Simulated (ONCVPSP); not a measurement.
# caesium: one change to an ONCV potential, before and after

caesium (Cs), optimised norm-conserving Vanderbilt (ONCV), made with ONCVPSP 4.0.1 (LDA (Perdew-Wang 92), fully relativistic). Core [Kr] 4d10, reference 5s2 5p6 5d1. Waves: 5s: rc 1.90 bohr, ncon 3, nbas 6, qcut 3.7 1/bohr, 2 projectors, debl 2 Ha; 5p: rc 2.10 bohr, ncon 4, nbas 8, qcut 3.3 1/bohr, 3 projectors, debl 1.1 Ha; 5d: rc 4.00 bohr, ncon 4, nbas 8, qcut 2.7 1/bohr, 3 projectors, debl 0.5 Ha. Local part: polynomial inside 1.60 bohr (lpopt 5, dvloc0 2 Ha). Core correction: polynomial model core, fcfact 0.55.

Open shells are filled in proportion to 2j + 1.

Change: d: qcut 2.

Cutoffs: the cutoffs (Ha) at which the residual kinetic energy of the hardest occupied pseudo-wave falls to 1 and 0.1 mHa per electron; they do not see the model core or the augmentation charge, which bear on the density cutoff. Errors are all-electron minus pseudo energies relative to the spin-unpolarised reference configuration.

Q: How do hardness, ghosts and transferability respond?

A: The potential gets neither clearly harder nor softer (22 Ha and 44 Ha → 22 Ha and 44 Ha); the p channel sets the loose cutoff, while the largest relative change is in d, which becomes harder; of the 3 tests that both files solve, the error grows in 3 and shrinks in 0 by more than 15 % and 0.3 meV (median size 0.9 → 3.0 meV); neither file shows a bound ghost.

| quantity | base | changed |
| --- | --- | --- |
| cutoff, loose | 22 Ha | 22 Ha |
| cutoff, tight | 44 Ha | 44 Ha |
| loose cutoff by channel | s 20 Ha, p 22 Ha, d 2.7 Ha | s 20 Ha, p 22 Ha, d 3.9 Ha |
| bound ghosts | none | none |
| GHOST(+) flags under 300 eV | s at 87.0 eV | s at 87.0 eV |
| tests counted (converged, no solver errors) | 3 of 4 | 3 of 4 |
| error for 5s2 5p6 5d0 6s1, meV [ΔE -1.72 eV] | +0.6 | +2.1 |
| error for 5s2 5p6 5d0, meV [ΔE 2.28 eV] | +1.4 | +4.6 |
| error for 5s2 5p6 5d0 6s0.5, meV [ΔE -0.17 eV] | +0.9 | +3.0 |
| s: phases at 1.93 bohr within 0.05 rad from the reference energy up to (Ha; the scan ends near 5) | 2.7 | 2.7 |
| p3/2: phases at 2.13 bohr within 0.05 rad from the reference energy up to (Ha; the scan ends near 5) | to the end of the scan | to the end of the scan |
| p1/2: phases at 2.13 bohr within 0.05 rad from the reference energy up to (Ha; the scan ends near 5) | to the end of the scan | to the end of the scan |
| d5/2: phases at 4.07 bohr within 0.05 rad from the reference energy up to (Ha; the scan ends near 5) | 2.2 | 2.0 |
| d3/2: phases at 4.07 bohr within 0.05 rad from the reference energy up to (Ha; the scan ends near 5) | 2.2 | 2.0 |
| rms error of d²Exc/dni dnj with the model core, mHa | 2.58 | 2.57 |

Base: Tests not counted: 5s1 5p6 5d0 6s1 (no result). These tests converged, but a pseudo level misses the all-electron one widely, so the file describes the atom poorly there or has found another state: 5s2 5p6 5d0 6s1: empty 5d by 4.0 eV; 5s2 5p6 5d0 6s0.5: empty 5d by 2.1 eV. Changed file: Tests not counted: 5s1 5p6 5d0 6s1 (no result). These tests converged, but a pseudo level misses the all-electron one widely, so the file describes the atom poorly there or has found another state: 5s2 5p6 5d0 6s1: empty 5d by 4.0 eV; 5s2 5p6 5d0 6s0.5: empty 5d by 2.1 eV.
